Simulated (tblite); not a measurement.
3-methoxypyridine, C6H7NO.
Bonds: C1–O2, O2–C3, C3–C4 (aromatic), C4–C5 (aromatic), C5–C6 (aromatic), C6–N7 (aromatic), N7–C8 (aromatic), C3–C8 (aromatic). Hydrogens: H9, H10, H11 on C1; H12 on C4; H13 on C5; H14 on C6; H15 on C8.

Computed with GFN2-xTB (tblite), gas phase: nudged elastic band of 9 images (0 to 8), spring 0.2 eV/Å², climbing image at the end, force threshold 0.05 eV/Å. The top image wasn't refined or checked by frequencies; at this threshold it can lie a kcal/mol or more above the true saddle point of the method.

The band describes a rotation about C3–O2 (aromatic carbon bearing oxygen, aryl ether oxygen), followed by the dihedral C4–C3–O2–C1, from the optimised start (180°) to a second optimised geometry at 0°.

Question: Give the energy profile along the converged band.

Answer: 
```csv
image,dihedral (°),E (eV),C3–O2 (Å),C4···C1 (Å),largest true force (eV/Å)
0,180,0.000,1.358,3.64,0.01
1,-158,0.048,1.361,3.61,0.06
2,-136,0.137,1.368,3.52,0.05
3,-112,0.207,1.377,3.36,0.03
4,-87,0.230,1.380,3.18,0.03
5,-61,0.193,1.373,3.02,0.04
6,-38,0.130,1.364,2.93,0.06
7,-18,0.051,1.358,2.86,0.06
8,0,0.013,1.357,2.84,0.01
```

Barriers of this band. The top is image 4 at -87°: 0.230 eV forward and 0.217 eV back; the end lies 0.013 eV above the start. The central bond is 0.022 Å longer at the top than at the start.

Question: What rate follows at 200 K for crossing this barrier forward?

Answer: Taking the electronic barrier for the free energy of activation (no zero-point or entropy terms, transmission 1), rate = (kT/h)·exp(−ΔE/kT) ≈ 7 × 10^6 s⁻¹, whose inverse is 1 × 10^-7 s. An error of 1 kcal/mol in the barrier changes this by a factor of 12, and the method and the loose band can each miss by that much or more.

Question: How would the two end points share their population at 200 K, from these energies alone?

Answer: exp(−ΔE/kT) with ΔE = 0.013 eV gives 0.47 for the higher one (end) against 1 for the lower, without vibrational, rotational or degeneracy terms. GFN2-xTB can put conformers this close in the wrong order.

What follows is the cost of the whole band run. Rough CPU time on one thread of a shared machine: about 8 s.
